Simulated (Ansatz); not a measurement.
Species: C$_{6}$H$_{11}$, net charge -1, singlet state. It need not be the lowest isomer of its formula. Whether it binds its extra electron was not tested at this geometry. 
Coordinates optimised at B3LYP-D3(BJ)/def2-TZVP (Ansatz, an electronic-structure program):
```xyz
17

C      2.7676    -0.0940    -0.6064
C      1.2997    -0.2151    -0.3294
C      0.5893     0.7362     0.3883
C     -0.7114     0.7362     0.8846
C     -1.6432    -0.4135     0.6822
C     -2.2487    -0.5228    -0.7350
H      3.4238    -0.7482     0.0059
H      3.0418    -0.3146    -1.6530
H      3.1059     0.9315    -0.4090
H      0.8246    -1.1540    -0.6046
H      1.1585     1.6464     0.6099
H     -1.1003     1.6367     1.3481
H     -2.4728    -0.3718     1.4033
H     -1.1164    -1.3648     0.8792
H     -2.8871     0.3412    -0.9433
H     -1.4484    -0.5277    -1.4777
H     -2.8499    -1.4362    -0.8655
```
Charge -1, spin multiplicity 1.

Basis-set convergence of Hartree-Fock and CCSD(T) correlation energies (hartree) with Ansatz. Correlated levels leave the core frozen unless marked. No spin-orbit coupling. Non-relativistic.

```tsv
basis	functions	E(HF)	E(corr, CCSD(T))
aug-cc-pVDZ	237	-233.54918	-1.01173
aug-cc-pVTZ	529	___	___
```

Some entries are withheld; supply them.


- aug-cc-pVTZ, E(HF): -233.60612
- aug-cc-pVTZ, E(corr, CCSD(T)): -1.17727
